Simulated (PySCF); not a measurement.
Compound: C₃H₅ClSeSi.
Numbering: `[Cl:1][SiH2:2][Se:3][CH:4]1[CH:5]=[CH:6]1` (hydrogens: H7, H8 on Si2; H9 on C4; H10 on C5; H11 on C6)

Computed by this run: PySCF 2.14.0, PBE0-D3(BJ)/def2-SVP geometry optimisation, gas phase; density fitting, grid level 1; the optimiser is geomeTRIC in internal coordinates, started from a GFN2-xTB structure with every atom displaced at random (about 0.01 Å).

Step 3: E = -88906.3825 eV
```
atom  x, y, z in Å  |  force x, y, z in eV/Å
Cl1     3.3963    2.3879    2.8823    0.046   0.117   0.059
Si2     3.1985    0.5038    2.0292   -0.062  -0.092  -0.015
Se3     1.2852   -0.4996    2.6668    0.054  -0.070  -0.014
C4      0.0957    0.8671    1.8647    0.038  -0.039   0.086
C5     -0.0846    2.1850    2.5181   -0.038   0.026  -0.006
C6     -1.0704    1.3470    2.6410    0.010   0.067  -0.018
H7      3.2450    0.7237    0.5566   -0.001  -0.003  -0.005
H8      4.3316   -0.3448    2.4872    0.010  -0.001  -0.014
H9      0.0608    0.7436    0.7753   -0.017  -0.006  -0.085
H10     0.3967    3.1357    2.7268   -0.012   0.005   0.004
H11    -2.0459    1.0802    3.0365   -0.026  -0.004   0.008
```

Step 4: E = -88906.3856 eV
```
atom  x, y, z in Å  |  force x, y, z in eV/Å
Cl1     3.4414    2.3580    2.9614    0.036   0.154   0.086
Si2     3.1975    0.5151    2.0420   -0.074  -0.154  -0.056
Se3     1.2969   -0.5092    2.6873    0.000   0.021   0.019
C4      0.0967    0.8493    1.8764    0.014  -0.031  -0.006
C5     -0.0866    2.1885    2.4874    0.059  -0.001  -0.009
C6     -1.0709    1.3540    2.6365    0.002  -0.024   0.003
H7      3.1911    0.7871    0.5772    0.002   0.007  -0.001
H8      4.3410   -0.3555    2.4269    0.005  -0.002  -0.009
H9      0.0587    0.6949    0.7896   -0.025   0.015  -0.041
H10     0.3914    3.1476    2.6628   -0.010   0.010   0.012
H11    -2.0483    1.0998    3.0370   -0.008   0.005   0.001
```

Q: Estimate the geometry and energy of step 5. (The exact step hangs on the optimiser's Hessian estimate; all steps are aligned on step 4, rigid shifts and turns removed.)

A: E = -88906.3866 eV, largest force 0.163 eV/Å
```
atom  x, y, z in Å  |  force x, y, z in eV/Å
Cl1     3.4759    2.3287    3.0610    0.010   0.104   0.059
Si2     3.1835    0.5333    2.0615   -0.034  -0.148  -0.058
Se3     1.3006   -0.5204    2.7079   -0.013   0.045   0.005
C4      0.0954    0.8224    1.8751    0.000  -0.031  -0.037
C5     -0.0704    2.1826    2.4446    0.050  -0.008  -0.014
C6     -1.0584    1.3603    2.6332    0.000  -0.020   0.013
H7      3.1219    0.8711    0.6113    0.001   0.017   0.008
H8      4.3389   -0.3546    2.3619    0.003   0.004   0.000
H9      0.0409    0.6341    0.7929   -0.016   0.022   0.009
H10     0.4138    3.1449    2.5818   -0.005   0.007   0.017
H11    -2.0333    1.1273    3.0532    0.003   0.009  -0.003
```

The energy changes by -0.0011 eV. The first-order estimate −F·Δx gives -0.0040 eV and the mean of the old and new forces, exact on a quadratic surface, -0.0024 eV. The step makes an angle of 86° with the force vector and moves no atom by more than 0.114 Å.

Run on one thread, Arm Neoverse V1 (aarch64), shared host with 32 logical CPUs at a one-minute load of 24.
